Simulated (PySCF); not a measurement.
Badger's rule along the second period: bonds to Cu

r²SCAN in PySCF with def2-TZVPP on every atom, for the lowest determinant that a PBE0 search found; no spin–orbit coupling. Badger's rule says that Re = d + c·k^(−1/3) for bonds between atoms of fixed rows.

```tsv
molecule	state (unpaired electrons)	Re (Å)	k (mdyn/Å)
CuO	doublet (π ↑)	1.717	3.25
CuN	triplet (π ↑↑)	1.767	?
CuC	quartet (σ ↑, π ↑↑)	1.768	?
CuB	singlet (closed shell)	1.908	1.68
```

Task: Fix c and d from CuO and CuB.

Result: c = (1.908 − 1.717)/(1.68^(−1/3) − 3.25^(−1/3)) = 1.150, d = 1.717 − c·3.25^(−1/3) = 0.941 Å.

Task: Predict k of the others and set the computed values beside them.

Result: 

```
molecule  k by the rule  k computed  difference (%)
     CuN           2.70        2.53               6
     CuC           2.69        2.47               9
```

The rule misses by 8 % on average, well for two fitted constants.

With d or f electrons several states lie close, and the lowest PBE0 determinant need not be the measured ground state.
